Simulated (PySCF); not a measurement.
A structure optimised at PBE-D3(BJ)/def2-SVP, used in a PySCF frequency run:

```
Si
O 1 1.6806
H 2 0.9718 1 116.05
H 1 1.5095 2 109.70 3 0.00
C 1 1.9032 4 113.55 2 139.23
H 5 1.1098 1 121.66 4 -22.79
H 5 1.1175 6 108.55 1 137.16
O 5 1.4548 6 110.35 7 123.19
C 8 1.4548 5 103.10 6 148.36
H 9 1.1098 8 110.35 5 -148.36
H 9 1.1175 10 108.55 8 123.19
```

### Question
Write its SMILES, formula and point group.

### Answer
O[SiH]1COC1, C2H6O2Si, Cs

### Question
What are its rotational constants (standard atomic weights)?

### Answer
8.6858, 2.9808, 2.5461 GHz
